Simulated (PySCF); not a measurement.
PySCF input for HOY, SMILES [OH][Y], TDA-PBE/def2-TZVPD. The structure is a stationary point at PBE0-D3(BJ)/def2-TZVPD. The multiplicity is an assumed one; other spin states were not compared. The def2 effective core potentials stand for the cores of Y; spin–orbit coupling is left out.

```python
import numpy as np
from pyscf import gto, scf, dft, tdscf

mol = gto.M(
    atom='''
    Y     0.00000000    0.00000000    0.38349953
    O     0.00000000    0.00000000   -1.55579079
    H     0.00000000    0.00000000   -2.51015539
    ''',
    basis='def2-TZVPD',
    ecp={'Y': 'def2-tzvp'},
    charge=0,
    spin=0,
    symmetry=True,
    symmetry_subgroup='C2v',
    max_memory=1600,
    verbose=4,
)
mf = dft.RKS(mol, xc='pbe').density_fit(auxbasis='def2-universal-jkfit')
mf.grids.level = 3
mf.conv_tol = 1e-9
mf.max_cycle = 100
mf.kernel()
mf.grids = dft.Grids(mol).set(level=1).build(with_non0tab=True)  # coarser grid for the response kernel
td = tdscf.TDA(mf)
td.singlet = True
td.nstates = 10
td.conv_tol = 1e-4
td.positive_eig_threshold = 1e-6
td.kernel(x0=td.get_init_guess(mf, 15))
td.analyze()
tt = tdscf.TDA(mf)
tt.singlet = False
tt.nstates = 4
tt.conv_tol = 1e-4
tt.positive_eig_threshold = 1e-6
tt.kernel(x0=tt.get_init_guess(mf, 9))
tt.analyze(verbose=3)
```

It prints:

```
PySCF version 2.14.0

[INPUT] verbose = 4
[INPUT] num. atoms = 3
[INPUT] num. electrons = 20
[INPUT] charge = 0
[INPUT] spin (= nelec alpha-beta = 2S) = 0
[INPUT] symmetry True subgroup C2v
[INPUT] Mole.unit = angstrom
[INPUT] Symbol           X                Y                Z      unit          X                Y                Z       unit  Magmom
[INPUT]  1 Y      0.000000000000   0.000000000000   0.383499530000 AA    0.000000000000   0.000000000000   0.724709080599 Bohr   0.0
[INPUT]  2 O      0.000000000000   0.000000000000  -1.555790790000 AA    0.000000000000   0.000000000000  -2.940018500221 Bohr   0.0
[INPUT]  3 H      0.000000000000   0.000000000000  -2.510155390000 AA    0.000000000000   0.000000000000  -4.743506217201 Bohr   0.0

nuclear repulsion = 30.460173621708
point group symmetry = Coov, use subgroup C2v
symmetry origin: [ 0.00000000e+00  0.00000000e+00 -1.57477183e-09]
symmetry axis x: [1. 0. 0.]
symmetry axis y: [0. 1. 0.]
symmetry axis z: [0. 0. 1.]
num. orbitals of irrep A1 = 41
num. orbitals of irrep A2 = 8
num. orbitals of irrep B1 = 20
num. orbitals of irrep B2 = 20
number of shells = 33
number of NR pGTOs = 126
number of NR cGTOs = 89
basis = def2-TZVPD
ecp = {'Y': 'def2-tzvp'}


[settings echo left out]
init E= -109.338727623807
HOMO (A1) = -0.520914530406348  LUMO (A2) = -0.520914489949494  gap/eV = 0.00000

WARN: A1 HOMO -0.520914530406348 > system LUMO -0.520914489949494

cycle= 1 E= -113.25761519253  delta_E= -3.92  |g|= 1.52  |ddm|= 5.04
HOMO (A1) = -0.00309224005056663  LUMO (A1) = 0.0265835882272185  gap/eV = 0.80752
cycle= 2 E= -112.675489589727  delta_E= 0.582  |g|= 2.14  |ddm|= 32.9
HOMO (A1) = -0.122680495546927  LUMO (B1) = -0.0506359168631587  gap/eV = 1.96043
cycle= 3 E= -114.061908114396  delta_E= -1.39  |g|= 0.461  |ddm|=   32
HOMO (A1) = -0.138495390221635  LUMO (A1) = -0.092988216777723  gap/eV = 1.23831
cycle= 4 E= -114.071394574442  delta_E= -0.00949  |g|= 0.495  |ddm|= 1.03
HOMO (A1) = -0.132343242997592  LUMO (A1) = -0.0861192890394697  gap/eV = 1.25782
cycle= 5 E= -114.106750909185  delta_E= -0.0354  |g|= 0.19  |ddm|= 0.324
HOMO (A1) = -0.138532553590828  LUMO (A1) = -0.0905413421268086  gap/eV = 1.30591
cycle= 6 E= -114.116567120847  delta_E= -0.00982  |g|= 0.0485  |ddm|= 0.29
HOMO (A1) = -0.138337758372167  LUMO (A1) = -0.0909619667686101  gap/eV = 1.28916
cycle= 7 E= -114.117154264349  delta_E= -0.000587  |g|= 0.00525  |ddm|= 0.0706
HOMO (A1) = -0.139304488336673  LUMO (A1) = -0.0922559603768107  gap/eV = 1.28026
cycle= 8 E= -114.117162626813  delta_E= -8.36e-06  |g|= 0.00132  |ddm|= 0.0192
HOMO (A1) = -0.139161530528462  LUMO (A2) = -0.0920900525738256  gap/eV = 1.28088
cycle= 9 E= -114.117163326627  delta_E= -7e-07  |g|= 0.000233  |ddm|= 0.0034
HOMO (A1) = -0.139140812214066  LUMO (A1) = -0.0920653008953067  gap/eV = 1.28099
cycle= 10 E= -114.117163338349  delta_E= -1.17e-08  |g|= 3.72e-05  |ddm|= 0.000471
HOMO (A1) = -0.139140912755803  LUMO (A1) = -0.0920661399341363  gap/eV = 1.28097
cycle= 11 E= -114.117163338672  delta_E= -3.23e-10  |g|= 2.47e-06  |ddm|= 6.66e-05
HOMO (A1) = -0.139140636161457  LUMO (A1) = -0.0920654375203966  gap/eV = 1.28098
Extra cycle  E= -114.117163338669  delta_E= 2.81e-12  |g|= 4.4e-06  |ddm|= 1.57e-05
converged SCF energy = -114.117163338669
tot grids = 15656
Overwritten attributes  positive_eig_threshold  of <class 'pyscf.tdscf.rks.TDA'>


******** <class 'pyscf.tdscf.rks.TDA'> for <class 'pyscf.df.df_jk.DFSymAdaptedRKS'> ********
nstates = 10 singlet
deg_eia_thresh = 1.000e-03
wfnsym = None
conv_tol = 0.0001
eigh lindep = 1e-12
eigh level_shift = 0
eigh max_cycle = 100


Excitation energies (eV)
[1.58320963 1.58331463 2.25574326 2.25574326 2.54690948 3.34736807
 3.5839477  3.5839477  5.15310902 5.4423541 ]

** Singlet excitation energies and oscillator strengths **
Excited State   1:   A2      1.58321 eV    783.12 nm  f=0.0000
      10 -> 12       -0.70677
Excited State   2:   A1      1.58331 eV    783.07 nm  f=0.0000
      10 -> 11        0.70677
Excited State   3:   B1      2.25574 eV    549.64 nm  f=0.0874
      10 -> 13       -0.66091
      10 -> 16        0.24470
Excited State   4:   B2      2.25574 eV    549.64 nm  f=0.0874
      10 -> 14       -0.66091
      10 -> 17        0.24470
Excited State   5:   A1      2.54691 eV    486.80 nm  f=0.2288
      10 -> 15       -0.70113
Excited State   6:   A1      3.34737 eV    370.39 nm  f=0.1430
      10 -> 18        0.70110
Excited State   7:   B1      3.58395 eV    345.94 nm  f=0.7356
      10 -> 13       -0.22829
      10 -> 16       -0.65093
      10 -> 23        0.12764
Excited State   8:   B2      3.58395 eV    345.94 nm  f=0.7356
      10 -> 14       -0.22829
      10 -> 17       -0.65093
      10 -> 24        0.12764
Excited State   9:   A1      5.15311 eV    240.60 nm  f=0.0999
      10 -> 19        0.64337
      10 -> 20       -0.27232
Excited State  10:   A1      5.44235 eV    227.81 nm  f=0.0000
      10 -> 19       -0.26190
      10 -> 20       -0.65064

** Transition electric dipole moments (AU) **
state          X           Y           Z        Dip. S.      Osc.
  1         0.0000      0.0000      0.0000      0.0000      0.0000
  2         0.0000      0.0000      0.0000      0.0000      0.0000
  3        -1.2575      0.0000     -0.0000      1.5814      0.0874
  4        -0.0000     -1.2575      0.0000      1.5814      0.0874
  5         0.0000      0.0000     -1.9149      3.6668      0.2288
  6         0.0000      0.0000      1.3203      1.7432      0.1430
  7        -2.8943      0.0000     -0.0000      8.3771      0.7356
  8        -0.0000     -2.8943      0.0000      8.3771      0.7356
  9         0.0000     -0.0000     -0.8896      0.7915      0.0999
 10        -0.0000      0.0000      0.0059      0.0000      0.0000

WARN: ECP detected. Skipping calculation of transition velocity and magnetic dipole moments, which have not yet been implemented.



******** <class 'pyscf.tdscf.rks.TDA'> for <class 'pyscf.df.df_jk.DFSymAdaptedRKS'> ********
nstates = 4 triplet
deg_eia_thresh = 1.000e-03
wfnsym = None
conv_tol = 0.0001
eigh lindep = 1e-12
eigh level_shift = 0
eigh max_cycle = 100


Excitation energies (eV)
[0.64119724 0.6412391  1.25492829 1.25492829]

** Triplet excitation energies and oscillator strengths **
Excited State   1:   A2      0.64120 eV   1933.64 nm  f=0.0000
Excited State   2:   A1      0.64124 eV   1933.51 nm  f=0.0000
Excited State   3:   B2      1.25493 eV    987.98 nm  f=0.0000
Excited State   4:   B1      1.25493 eV    987.98 nm  f=0.0000
```

The run converged.
